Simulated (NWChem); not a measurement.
System: sulfur trioxide (SO$_{3}$); SMILES O=S(=O)=O

The following NWChem deck was run.

```
start job
memory heap 200 mb stack 900 mb global 1100 mb
geometry units angstroms
  O     -1.019236    -1.019236     0.000000
  S      0.000000     0.000000     0.000000
  O     -0.373066     1.392302     0.000000
  O      1.392302    -0.373066     0.000000
end
basis spherical
  * library 6-31g*
end
dft
  xc hfexch
  iterations 150
end
driver
  maxiter 120
end
task dft optimize
task dft freq
```

Parts of the log:

```
             Northwest Computational Chemistry Package (NWChem) 7.3.0
             --------------------------------------------------------

 D3H symmetry detected

                             Geometry "geometry" -> ""
                             -------------------------

 Output coordinates in angstroms (scale by  1.889725989 to convert to a.u.)

  No.       Tag          Charge          X              Y              Z
 ---- ---------------- ---------- -------------- -------------- --------------
    1 O                    8.0000    -1.01923585    -1.01923585     0.00000000
    2 S                   16.0000     0.00000000     0.00000000     0.00000000
    3 O                    8.0000    -0.37306621     1.39230206     0.00000000
    4 O                    8.0000     1.39230206    -0.37306621     0.00000000

 Effective nuclear repulsion energy (a.u.)     181.6712275646

      Symmetry information
      --------------------

 Group name             D3h
 Group number             27
 Group order              12
 No. of unique centers     2

                                Z-matrix (autoz)
                                --------

 Units are Angstrom for bonds and degrees for angles

      Type          Name      I     J     K     L     M      Value
      ----------- --------  ----- ----- ----- ----- ----- ----------
    1 Stretch                  1     2                       1.44142
    2 Stretch                  2     3                       1.44142
    3 Stretch                  2     4                       1.44142
    4 Bend                     1     2     3               120.00000
    5 Bend                     1     2     4               120.00000
    6 Bend                     3     2     4               120.00000
    7 Torsion                  1     2     3     4         180.00000
    8 Torsion                  1     2     4     3         180.00000
    9 Torsion                  3     2     1     4         180.00000
   10 Torsion                  1     4     2     3         180.00000
   11 Torsion                  3     1     2     4         180.00000
   12 Torsion                  1     3     2     4         180.00000

  xc_inp: hfexch multiplicative factor not found.

                           NWChem Geometry Optimization
                           ----------------------------

 maximum gradient threshold         (gmax) =   0.000450
 rms gradient threshold             (grms) =   0.000300
 maximum cartesian step threshold   (xmax) =   0.001800
 rms cartesian step threshold       (xrms) =   0.001200
 fixed trust radius                (trust) =   0.300000
 source of zmatrix                         =   autoz

          -------------------
          Energy Minimization
          -------------------

 Using diagonal initial Hessian
 Scaling for Hessian diagonals: bonds = 1.00  angles = 0.25  torsions = 0.10

          --------
          Step   0

                                 NWChem DFT Module
                                 -----------------

 Summary of "ao basis" -> "ao basis" (spherical)
 ------------------------------------------------------------------------------
       Tag                 Description            Shells   Functions and Types
 ---------------- ------------------------------  ------  ---------------------
 O                           6-31g*                  6       14   3s2p1d
 S                           6-31g*                  8       18   4s3p1d

      Symmetry analysis of basis
      --------------------------

        a1'        12
        a1"         1
        a2'         3
        a2"         6
        e'         28
        e"         10

  Rotation of axis

            General Information
            -------------------
          SCF calculation type: DFT
          Wavefunction type:  closed shell.
          No. of atoms     :     4
          No. of electrons :    40
           Alpha electrons :    20
            Beta electrons :    20
          Charge           :     0
          Spin multiplicity:     1
          Use of symmetry is: on ; symmetry adaption is: on
          Maximum number of iterations: 150
          AO basis - number of functions:    60
                     number of shells:    26
          Convergence on energy requested:  1.00D-06
          Convergence on density requested:  1.00D-05
          Convergence on gradient requested:  5.00D-04

              XC Information
              --------------
                     Hartree-Fock (Exact) Exchange  1.000

      Superposition of Atomic Density Guess
      -------------------------------------

 Sum of atomic energies:        -621.71873765

      Non-variational initial energy
      ------------------------------

 Total energy =    -623.209762
 1-e energy   =   -1220.457859
 2-e energy   =     415.576869
 HOMO         =      -0.419305
 LUMO         =      -0.038726

[...]

      ----------------------
      Optimization converged
      ----------------------

  Step       Energy      Delta E   Gmax     Grms     Xrms     Xmax
  ---- ---------------- -------- -------- -------- -------- --------
@    2    -621.97816947 -1.7D-06  0.00015  0.00007  0.00066  0.00127
                                     ok       ok       ok       ok

                                Z-matrix (autoz)
                                --------

 Units are Angstrom for bonds and degrees for angles

      Type          Name      I     J     K     L     M      Value     Gradient
      ----------- --------  ----- ----- ----- ----- ----- ---------- ----------
    1 Stretch                  1     2                       1.40497    0.00015
    2 Stretch                  2     3                       1.40497    0.00015
    3 Stretch                  2     4                       1.40497    0.00015
    4 Bend                     1     2     3               120.00000   -0.00000
    5 Bend                     1     2     4               120.00000    0.00000
    6 Bend                     3     2     4               120.00000    0.00000
    7 Torsion                  1     2     3     4         180.00000    0.00000
    8 Torsion                  1     2     4     3         180.00000   -0.00000
    9 Torsion                  3     2     1     4         180.00000   -0.00000
   10 Torsion                  1     4     2     3         180.00000    0.00000
   11 Torsion                  3     1     2     4         180.00000    0.00000
   12 Torsion                  1     3     2     4         180.00000   -0.00000

                         Geometry "geometry" -> "geometry"
                         ---------------------------------

 Output coordinates in angstroms (scale by  1.889725989 to convert to a.u.)

  No.       Tag          Charge          X              Y              Z
 ---- ---------------- ---------- -------------- -------------- --------------
    1 O                    8.0000    -0.99346371    -0.99346371     0.00000000
    2 S                   16.0000    -0.00000000    -0.00000000     0.00000000
    3 O                    8.0000    -0.36363296     1.35709667     0.00000000
    4 O                    8.0000     1.35709667    -0.36363296     0.00000000

 Effective nuclear repulsion energy (a.u.)     186.3840875269

      Symmetry information
      --------------------

 Group name             D3h
 Group number             27
 Group order              12
 No. of unique centers     2

                Final and change from initial internal coordinates
                --------------------------------------------------

                                Z-matrix (autoz)
                                --------

 Units are Angstrom for bonds and degrees for angles

[...]

 Rotational Constants
 --------------------
 A=   0.355953 cm-1  (  0.512126 K)
 B=   0.355953 cm-1  (  0.512126 K)
 C=   0.177977 cm-1  (  0.256063 K)

 Temperature                      =   298.15K
 frequency scaling parameter      =   1.0000

 Zero-Point correction to Energy  =    8.638 kcal/mol  (  0.013766 au)
 Thermal correction to Energy     =   10.756 kcal/mol  (  0.017141 au)
 Thermal correction to Enthalpy   =   11.349 kcal/mol  (  0.018085 au)

 Total Entropy                    =   60.785 cal/mol-K
   - Translational                =   39.034 cal/mol-K (mol. weight =  79.9568)
   - Rotational                   =   20.215 cal/mol-K (symmetry #  =        6)
   - Vibrational                  =    1.536 cal/mol-K

 Cv (constant volume heat capacity) =    9.528 cal/mol-K
   - Translational                  =    2.979 cal/mol-K
   - Rotational                     =    2.979 cal/mol-K
   - Vibrational                    =    3.569 cal/mol-K

[normal modes left out]

 ----------------------------------------------------------------------------
 Normal Eigenvalue ||           Projected Infra Red Intensities
  Mode   [cm**-1]  || [atomic units] [(debye/angs)**2] [(KM/mol)] [arbitrary]
 ------ ---------- || -------------- ----------------- ---------- -----------
    1       -0.000 ||    0.000000           0.000         0.000       0.000
    2        0.000 ||    0.000000           0.000         0.000       0.000
    3        0.000 ||    0.000000           0.000         0.000       0.000
    4        0.000 ||    0.000000           0.000         0.000       0.000
    5        0.000 ||    0.000000           0.000         0.000       0.000
    6        0.000 ||    0.000000           0.000         0.000       0.000
    7      561.981 ||    0.081458           1.879        79.409      11.768
    8      583.326 ||    0.049928           1.152        48.672       7.213
    9      583.326 ||    0.049928           1.152        48.672       7.213
   10     1211.305 ||    0.000000           0.000         0.000       0.000
   11     1552.666 ||    0.324672           7.490       316.506      46.903
   12     1552.666 ||    0.324672           7.490       316.506      46.903
 ----------------------------------------------------------------------------
```

Level: Hartree-Fock/6-31G* (spherical d).
